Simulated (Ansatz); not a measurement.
Basis-set extrapolation for BH₇NSi₂ (`BN([SiH2])[SiH3]`) radical (PBE0-D4/def2-TZVP geometry, frozen core, Ansatz). Multiplicity 2, UHF reference.

```tsv
	def2-TZVPP	def2-QZVPP
HF	-661.158278	-661.180958
MP2 correlation	-0.541999	-0.579840
CCSD(T) correlation	-0.619366	not run
```

Energies in hartree. Use E(X) = E(∞) + A·exp(−7.88·√X) for Hartree–Fock and E(X) = E(∞) + B·X^(−2.97) for correlation, with X = 3 and 4, and add CCSD(T) minus MP2 of the smaller set to the MP2 limit.

Problem. What is the CCSD(T) energy at the basis-set limit?

Solution. HF limit: -661.180958 + (-0.022680) × 0.13774 = -661.18408. MP2 limit: -0.579840 + (-0.037841) × 0.74074 = -0.60787. Higher-order term: -0.619366 − (-0.541999) = -0.07737. Total: -661.86932 hartree, 240.7 kJ/mol below CCSD(T)/def2-TZVPP.
